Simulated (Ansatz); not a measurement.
Ansatz (a quantum-chemistry and plane-wave program) input for HOZn, SMILES [OH][Zn+], charge +1, PBE/def2-TZVPD. Coordinates come from a B3LYP-D3(BJ)/def2-TZVP optimisation. The multiplicity is an assumed one; other spin states were not compared. The isomer is the one that the SMILES or the coordinates give; other isomers of the formula were not compared.

Ansatz 0.2 input:
```yaml
crystal:
  periodic: [false, false, false]
  atoms:
    - {symbol: Zn, position_ang: [-0.00633843, 0.41931894, 0.00000000]}
    - {symbol: O, position_ang: [0.11702322, -1.34768712, 0.00000000]}
    - {symbol: H, position_ang: [-0.74603277, -1.79807140, 0.00000000]}
basis:
  gaussian:
    orbitals: def2-TZVPD
hamiltonian:
  xc: {name: PBE}
total_charge: 1
```

It prints:

```
WARN ansatz: RAYON_NUM_THREADS=1 ignored (pool sized by the plan → 1); use --threads N
Functional definition: PBE
integrals: 0.03 GiB planned
699 factors; their error is unknown
mean field: 0.23 GiB planned
mean field evaluation 1: about -50432.7800 eV, gradient 1.4e2 eV
mean field evaluation 2: about -50166.3051 eV, gradient 2.5e2 eV
mean field evaluation 4: about -50458.9770 eV, gradient 6.6e1 eV
mean field evaluation 8: about -50465.4785 eV, gradient 6.9e-1 eV
mean field evaluation 16: about -50465.4455 eV, gradient 4.7e-5 eV
mean field -50465.44547518 eV, -1854.5709145052 hartree, gradient 4.7e-5 eV, S^2 0.000000; 0 other end points of the search recorded, 0 dependent functions left out
reference -50465.44552784 eV, -1854.5709164404 hartree; 19, 19 occupied and 81, 81 virtual orbitals, 699 factors
Total energy: -50465.44552784 eV, -1854.5709164404 hartree
```

The calculation finished and met its thresholds.

Cost: roughly 0.7 core-seconds.
